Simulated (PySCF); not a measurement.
## TDDFT excited states: C2H8OSi

Species: SiH2Me(OMe), C2H8OSi.
Z-matrix (Å and degrees, PBE0-D3(BJ)/def2-SVP geometry), rows numbered from 1:
```
Si
H   1  1.5001
H   1  1.4996  2  107.60
C   1  1.8623  2  111.18  3  -121.76
H   4  1.1012  1  110.44  2    57.53
H   4  1.1004  1  110.64  2   -62.33
H   4  1.1003  1  110.79  2   177.53
O   1  1.6681  2  109.72  3   119.53
C   8  1.3974  1  123.86  2   -58.20
H   9  1.1066  8  112.18  1   -62.70
H   9  1.1011  8  108.95  1   178.10
H   9  1.1066  8  112.24  1    58.83
```

Level of theory: TDDFT wB97X-D/def2-SVPD, vertical, gas phase, core orbitals frozen in the response (PySCF).

```csv
state,E (eV),ν̃ (cm⁻¹),f,"main configurations (H = HOMO, L = LUMO)"
S1,7.42,59830,0.0044,"H→L (60%), H→L+1 (21%), H→L+2 (13%)"
S2,8.03,64750,0.024,"H→L+1 (61%), H→L (16%), H→L+4 (10%)"
S3,8.20,66120,0.034,"H-1→L (57%), H-1→L+1 (22%), H-1→L+2 (13%)"
S4,8.34,67250,0.043,"H→L+2 (69%), H→L (20%)"
S5,8.74,70520,0.093,"H-1→L+1 (57%), H-1→L (20%), H-2→L+1 (15%)"
S6,8.89,71720,0.027,"H-2→L (37%), H-1→L+2 (29%), H-2→L+1 (10%)"
S7,8.93,72050,0.046,"H→L+3 (46%), H-3→L (34%)"
S8,9.08,73220,0.015,"H→L+4 (24%), H→L+3 (24%), H-3→L+1 (17%)"
S9,9.27,74750,0.142,"H-1→L+2 (40%), H-2→L (16%), H-2→L+2 (15%)"
S10,9.40,75790,0.033,"H→L+4 (40%), H→L+6 (16%), H-3→L+1 (15%)"
```

Triplets, Tamm–Dancoff:

```csv
state,E (eV),λ (nm),"main configurations (H = HOMO, L = LUMO)"
T1,7.17,172.8,"H→L (49%), H→L+1 (22%), H→L+2 (18%)"
T2,7.86,157.7,"H→L+1 (50%), H→L (17%), H→L+4 (14%)"
T3,7.90,156.9,"H-1→L (45%), H-1→L+1 (26%), H-1→L+2 (17%)"
T4,8.18,151.6,"H→L+2 (59%), H→L (27%)"
```

The lowest singlet lies at 7.42 eV (167 nm, vacuum ultraviolet) and is very weak; its leading configuration is HOMO→LUMO (60%). The most intense listed level is S9 at 9.27 eV (134 nm, f = 0.142), 1.85 eV above S1. Löwdin shares by element: HOMO oxygen 50%, silicon 13%, carbon 10% or more, hydrogen 8% or more (atoms not listed hold the other 18%); LUMO silicon 34%, carbon 21% or more, oxygen 8%, hydrogen 6% or more (atoms not listed hold the other 31%). Orbital energies (eV): HOMO-3 -11.48, HOMO-2 -11.30, HOMO-1 -10.53, HOMO -9.88, LUMO 2.29, LUMO+1 2.32, LUMO+2 2.84. The listed states span 1.98 eV, and the widest gap between neighbours is 0.61 eV (S1 to S2). Weighted by f, the mean energy of these states is 8.86 eV. No computed singlet lies in the visible range (380 to 750 nm); the lowest, at 167 nm, stands 4.16 eV above its violet end (3.26 eV). The vertical ionisation energy (ΔSCF) is 10.26 eV, 0.86 eV above S10. The window holds the lowest 10 singlets.

Hardware: an Arm Neoverse N1 with one thread, no GPU (shared host). Cost: 70 s of wall time (grids of density and orbitals included), 0.71 GiB resident at most.

One conformer stands for the species.

Without π bonds the low states are Rydberg-like; a valence basis with one diffuse set may place them up to an eV too high.
